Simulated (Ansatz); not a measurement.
Steps of a relaxation of CH5F2MoNO2 (`C[N]=[Mo]([OH])([OH])([F])[F]`) with RKS PBE0-D4/def2-TZVP.

```sh
$ ansatz run in.yaml --threads 4 --pin off --events-out ev --progress --plain --max-ram 11315MiB
```

```yaml
crystal:
  periodic: [false, false, false]
  atoms:
    - {symbol: C, position_ang: [0.434034, -0.808907, 1.864107]}
    - {symbol: N, position_ang: [0.187776, -0.464265, 0.512299]}
    - {symbol: Mo, position_ang: [-0.025509, 0.317419, -0.998516]}
    - {symbol: O, position_ang: [-1.012534, -0.827950, -2.131611]}
    - {symbol: O, position_ang: [0.612135, 2.124011, -0.992039]}
    - {symbol: F, position_ang: [-1.674179, 1.192614, -0.566087]}
    - {symbol: F, position_ang: [1.591563, -0.079016, -1.865497]}
    - {symbol: H, position_ang: [0.299872, -1.901704, 2.023733]}
    - {symbol: H, position_ang: [1.472896, -0.537165, 2.156640]}
    - {symbol: H, position_ang: [-0.270413, -0.267986, 2.536025]}
    - {symbol: H, position_ang: [-1.515442, -1.602805, -1.818558]}
    - {symbol: H, position_ang: [-0.023201, 2.800454, -0.686395]}
basis:
  gaussian: {orbitals: def2-TZVP}
hamiltonian: {xc: pbe0, dispersion: d4}
relax: {f_tol: 0.005, max_steps: 150}
```

Positions (Å) and forces (eV/Å) along the path, 10 of 14 steps:

```xyz
12
step=1 energy=-13989.3926 eV
C     0.434   -0.809    1.864    0.095   -0.122    0.480
N     0.188   -0.464    0.512   -0.131    0.600   -1.018
Mo   -0.026    0.317   -0.999    0.143   -0.524    0.833
O    -1.013   -0.828   -2.132   -0.043   -0.170    0.571
O     0.612    2.124   -0.992   -0.662   -0.055    0.203
F    -1.674    1.193   -0.566    0.323   -0.145   -0.086
F     1.592   -0.079   -1.865   -0.451    0.142    0.238
H     0.300   -1.902    2.024    0.056    0.571   -0.150
H     1.473   -0.537    2.157   -0.541   -0.118   -0.212
H    -0.270   -0.268    2.536    0.342   -0.255   -0.412
H    -1.515   -1.603   -1.819    0.402    0.611   -0.205
H    -0.023    2.800   -0.686    0.466   -0.533   -0.242
12
step=3 energy=-13989.4636 eV
C     0.432   -0.806    1.854    0.012   -0.023    0.063
N     0.186   -0.460    0.506   -0.007    0.021   -0.044
Mo   -0.024    0.309   -0.981    0.023    0.005   -0.012
O    -1.005   -0.813   -2.109    0.001    0.004    0.025
O     0.605    2.098   -0.986   -0.011   -0.010    0.001
F    -1.658    1.187   -0.547   -0.023   -0.002    0.008
F     1.580   -0.079   -1.839    0.004   -0.002    0.002
H     0.310   -1.883    1.998   -0.001   -0.003   -0.009
H     1.450   -0.523    2.138    0.002    0.005   -0.007
H    -0.274   -0.280    2.505   -0.007    0.004   -0.006
H    -1.501   -1.576   -1.801   -0.006   -0.006   -0.016
H    -0.024    2.769   -0.703    0.013    0.007   -0.005
12
step=4 energy=-13989.4639 eV
C     0.432   -0.806    1.855    0.006   -0.011    0.023
N     0.187   -0.460    0.507   -0.002    0.014   -0.018
Mo   -0.024    0.310   -0.981    0.001   -0.001   -0.013
O    -1.007   -0.812   -2.107    0.012    0.009    0.017
O     0.606    2.098   -0.987   -0.011   -0.016   -0.001
F    -1.659    1.186   -0.545    0.000    0.005    0.004
F     1.580   -0.080   -1.838    0.004   -0.006   -0.002
H     0.318   -1.885    1.996   -0.001   -0.008   -0.003
H     1.447   -0.516    2.141    0.007    0.004    0.000
H    -0.280   -0.287    2.504   -0.008    0.004    0.001
H    -1.504   -1.575   -1.803   -0.008   -0.008   -0.010
H    -0.020    2.772   -0.708    0.000    0.015    0.002
12
step=6 energy=-13989.4642 eV
C     0.432   -0.807    1.857   -0.003    0.005   -0.024
N     0.190   -0.457    0.508    0.003   -0.001    0.027
Mo   -0.024    0.309   -0.980   -0.010   -0.001   -0.004
O    -1.012   -0.809   -2.102    0.004   -0.003    0.000
O     0.611    2.095   -0.994    0.000    0.001    0.000
F    -1.655    1.189   -0.538    0.010    0.001   -0.001
F     1.577   -0.090   -1.841   -0.002    0.000   -0.002
H     0.354   -1.890    1.987    0.002    0.008    0.003
H     1.433   -0.483    2.158   -0.009   -0.003    0.003
H    -0.306   -0.318    2.501    0.007   -0.007   -0.003
H    -1.518   -1.571   -1.807    0.001    0.004    0.000
H    -0.006    2.778   -0.715   -0.002   -0.003    0.002
12
step=7 energy=-13989.4643 eV
C     0.432   -0.807    1.858    0.003   -0.001    0.011
N     0.193   -0.455    0.509   -0.002    0.003    0.006
Mo   -0.023    0.309   -0.981    0.006   -0.014    0.009
O    -1.017   -0.809   -2.098   -0.007   -0.008   -0.008
O     0.617    2.092   -0.999    0.003    0.014    0.001
F    -1.651    1.194   -0.535    0.003    0.001   -0.003
F     1.574   -0.097   -1.847   -0.007    0.002    0.002
H     0.386   -1.893    1.979    0.003    0.028    0.000
H     1.419   -0.453    2.172   -0.028   -0.011   -0.005
H    -0.329   -0.346    2.497    0.022   -0.015   -0.017
H    -1.529   -1.566   -1.805    0.003    0.007    0.004
H     0.005    2.778   -0.715    0.000   -0.006    0.000
12
step=8 energy=-13989.4644 eV
C     0.432   -0.807    1.857    0.003   -0.002    0.015
N     0.194   -0.455    0.509   -0.002    0.002    0.005
Mo   -0.022    0.308   -0.981    0.002   -0.005   -0.002
O    -1.019   -0.809   -2.097    0.000   -0.007   -0.006
O     0.618    2.092   -1.000    0.002    0.006    0.003
F    -1.649    1.195   -0.536    0.002    0.002    0.001
F     1.574   -0.099   -1.848   -0.005    0.001    0.001
H     0.395   -1.894    1.977    0.002    0.021   -0.001
H     1.415   -0.446    2.175   -0.021   -0.007   -0.005
H    -0.335   -0.353    2.495    0.016   -0.011   -0.014
H    -1.532   -1.564   -1.802    0.002    0.005    0.004
H     0.007    2.777   -0.715    0.000   -0.004   -0.001
12
step=9 energy=-13989.4645 eV
C     0.431   -0.806    1.856    0.003   -0.002    0.014
N     0.195   -0.454    0.508    0.000   -0.002   -0.004
Mo   -0.020    0.307   -0.983    0.004    0.000    0.010
O    -1.022   -0.809   -2.095   -0.002   -0.001   -0.002
O     0.625    2.089   -1.000   -0.004   -0.003   -0.002
F    -1.644    1.199   -0.536   -0.003    0.002   -0.003
F     1.572   -0.104   -1.853    0.003   -0.001   -0.003
H     0.422   -1.894    1.970    0.000    0.009   -0.001
H     1.401   -0.421    2.185   -0.009   -0.003   -0.003
H    -0.353   -0.377    2.489    0.007   -0.005   -0.007
H    -1.542   -1.558   -1.794   -0.001    0.001    0.000
H     0.013    2.774   -0.714    0.001    0.004    0.001
12
step=10 energy=-13989.4645 eV
C     0.431   -0.807    1.857    0.003   -0.002    0.017
N     0.196   -0.454    0.508   -0.004   -0.001    0.003
Mo   -0.018    0.307   -0.983   -0.001    0.009   -0.014
O    -1.026   -0.809   -2.093    0.000   -0.002    0.007
O     0.631    2.087   -1.002   -0.005   -0.010    0.002
F    -1.641    1.202   -0.538    0.001   -0.003    0.002
F     1.570   -0.110   -1.857    0.004   -0.001    0.000
H     0.451   -1.895    1.964    0.001    0.020    0.001
H     1.386   -0.396    2.196   -0.018   -0.009   -0.004
H    -0.371   -0.403    2.485    0.017   -0.010   -0.010
H    -1.553   -1.550   -1.787    0.001    0.003   -0.003
H     0.021    2.773   -0.716    0.002    0.004   -0.001
12
step=12 energy=-13989.4646 eV
C     0.431   -0.806    1.858   -0.001   -0.001   -0.001
N     0.196   -0.454    0.509    0.001    0.001    0.001
Mo   -0.017    0.306   -0.983   -0.001   -0.003    0.002
O    -1.023   -0.810   -2.093   -0.001    0.004   -0.002
O     0.630    2.086   -1.002    0.000    0.000    0.001
F    -1.641    1.199   -0.538    0.003   -0.002   -0.002
F     1.572   -0.112   -1.856    0.001    0.001   -0.001
H     0.456   -1.894    1.965    0.000    0.001    0.000
H     1.385   -0.392    2.198    0.000    0.001    0.000
H    -0.372   -0.407    2.485    0.000    0.000    0.000
H    -1.561   -1.545   -1.790   -0.002   -0.003    0.002
H     0.021    2.773   -0.717    0.000    0.001    0.000
12
step=14 energy=-13989.4646 eV
C     0.431   -0.806    1.857    0.001    0.000    0.003
N     0.198   -0.454    0.508   -0.001    0.000    0.001
Mo   -0.016    0.305   -0.984    0.001    0.000    0.000
O    -1.026   -0.809   -2.092   -0.001   -0.002    0.001
O     0.635    2.084   -1.002   -0.001    0.000    0.000
F    -1.638    1.201   -0.538   -0.001    0.000    0.000
F     1.571   -0.116   -1.860    0.000    0.000    0.000
H     0.477   -1.894    1.961    0.000    0.004    0.000
H     1.373   -0.374    2.206   -0.004   -0.002   -0.001
H    -0.385   -0.426    2.481    0.003   -0.002   -0.003
H    -1.569   -1.540   -1.785    0.002    0.002   -0.001
H     0.027    2.773   -0.717    0.001    0.000    0.000
```

It took 100 s on 4 threads of an Arm Neoverse V1 on a shared host, with 0.82 GiB of host memory at the peak.
